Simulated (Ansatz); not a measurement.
Consider the formal exchange of groups at a Te–B bond: `O=CB[TeH]` + `[OH][GeH3]` → `[OH][GeH2][TeH]` + `BC=O`.

Program: Ansatz. Geometries: PBE0-D4/def2-TZVP. ΔE: electronic, gas phase. CCSD(T)/CBS is the MP2 limit (def2-TZVPP, def2-QZVPP) plus CCSD(T) − MP2 in def2-TZVPP, frozen cores. DFT in def2-TZVPP. Elements past krypton have def2 core potentials. For Ge, Te outer-core shells are correlated without core-valence functions, which leaves a few kJ/mol of doubt a bond. Scalar relativity is left out up to krypton. Each species was taken in one conformer, which may not be the lowest.

```json
{"level": "revPBE-D4", "ΔE (eV)": "0.10"}
{"level": "ωB97M-V", "ΔE (eV)": "0.06"}
{"level": "B2PLYP", "ΔE (eV)": "0.09"}
{"level": "revPBE", "ΔE (eV)": "0.07"}
{"level": "BLYP", "ΔE (eV)": "0.05"}
{"level": "CCSD(T)/def2-SVP", "ΔE (eV)": "0.18"}
{"level": "HF/def2-QZVPP", "ΔE (eV)": "0.11"}
{"level": "MP2/CBS(def2)", "ΔE (eV)": "0.09"}
```

**Question.** What does CCSD(T)/CBS give? (Best estimate.)

**Answer.** The calculation gave: +0.13 eV. The listed levels differ from it by -0.03, -0.07, -0.04, -0.06, -0.08, 0.05, -0.02, -0.04 eV.

Largest T1 diagnostic among the species: 0.021, so the coupled-cluster value is less sure than usual.

From BLYP to BHLYP (50 % exact exchange), in def2-TZVPP and without D4, ΔE moves by +0.05 eV. Leaving LDA and LC-ωPBE aside and taking each functional with its dispersion term where it has one, the values, not all of them listed here, spread over 0.15 eV, from ωB97M-V to B97M-V. At CCSD(T), def2-SVP lies +0.06 eV from the extrapolated value and def2-TZVPP +0.03 eV.
